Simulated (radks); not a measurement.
Question: Bi3+, 80 electrons, occupied as [Hg] (the NIST ground configuration). Method: Dirac Kohn-Sham, exchange-only PBE, spin-unpolarised, spherical densities, finite nucleus; Fermi nuclear charge, rms radius 5.5211 fm; computed with a radial shooting solver on a logarithmic mesh with Libxc functionals.

Spin-orbit splittings of the eigenvalues, e(l+1/2) - e(l-1/2), with zeta = 2 splitting/(2l+1) and mean radii in bohr:

shell  occ.  splitting (eV)  zeta (eV)  <r> j=l-1/2  <r> j=l+1/2
2p        6            2320       1546      0.05388      0.06293
3p        6           519.3      346.2       0.1615       0.1780
3d       10           110.1      44.05       0.1545       0.1595
4p        6           128.0      85.33       0.3778       0.4125
4d       10           23.89      9.558       0.4161       0.4272
4f       14           5.491      1.569       0.4381       0.4442
5p        6               ?          ?       0.8851       0.9743
5d       10           3.045      1.218        1.199        1.239

Estimate the 5p splitting.

Answer: 24.69 eV (zeta = 16.46 eV).
